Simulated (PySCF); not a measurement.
Species: C6H8Al (charge -1).
Geometry (PBE0-D3(BJ)/def2-SVP, Å), atoms numbered from 1 in this order:
```
atom  x, y, z in Å
Al1    2.6873   -0.3211    0.1078
C2     0.6518   -0.3396   -0.0345
C3    -0.0837   -1.5308   -0.1819
C4    -1.4788   -1.5540   -0.2582
C5    -2.2015   -0.3622   -0.1912
C6    -1.5087    0.8411   -0.0498
C7    -0.1136    0.8409    0.0241
H8     3.2210    1.1050   -0.5131
H9     3.2654   -1.6114   -0.7318
H10    3.1184   -0.4409    1.6907
H11    0.4581   -2.4824   -0.2443
H12   -2.0078   -2.5069   -0.3729
H13   -3.2947   -0.3704   -0.2518
H14   -2.0621    1.7856   -0.0003
H15    0.4043    1.8022    0.1267
```

Theory: PBE0-D3(BJ)/def2-SVP geometry optimisation, gas phase in PySCF.

Which atoms are bound to Al1, and at what distances?

4 atoms: H9 1.644 Å, H8 1.644 Å, H10 1.645 Å, C2 2.041 Å. The nearest atom not counted as bound is C7, at 3.03 Å (others tie with it).

List the angles at Al1.

| angle | degrees | distance of the outer atoms (Å) |
| --- | --- | --- |
| H8–Al1–H9 | 111.9 | 2.73 |
| H9–Al1–H10 | 110.0 | 2.69 |
| H8–Al1–H10 | 110.0 | 2.69 |
| C2–Al1–H10 | 109.1 | 3.01 |
| C2–Al1–H9 | 107.9 | 2.99 |
| C2–Al1–H8 | 107.8 | 2.99 |

What is the shape at Al1?

Tetrahedral: angles from 107.8° to 111.9°; τ4 = (360° − α − β)/141° = 0.98 with α and β the two widest (0 for a square, 1 for a tetrahedron).

What are the other bond lengths?

C2–C3, C2–C7 1.408 Å; C3–C4, C6–C7 1.397 Å; C4–C5, C5–C6 1.396 Å; C3–H11, C7–H15 1.097 Å; C4–H12, C6–H14 1.096 Å; C5–H13 1.095 Å.

Give some angles away from the centre.

Al1–C2–C3 122.4°, C3–C2–C7 115.5°, C2–C3–C4 122.8°, C3–C4–C5 120.0°, C4–C5–C6 119.0°.

What are the rotational constants (commonest isotopes, rigid rotor)?

A = 5334, B = 1387, C = 1119 MHz: an asymmetric top.

Point group: Cs (tolerance 0.08 Å). Charge -1, singlet. The geometry's basis has no diffuse functions, a weakness for an anion. Whether it is a minimum is left open (no frequencies).

On an Intel Xeon 6975P-C with one thread (shared host), this took 37 s wall and 0.63 GiB of memory at its peak. These figures are those of the optimisation.
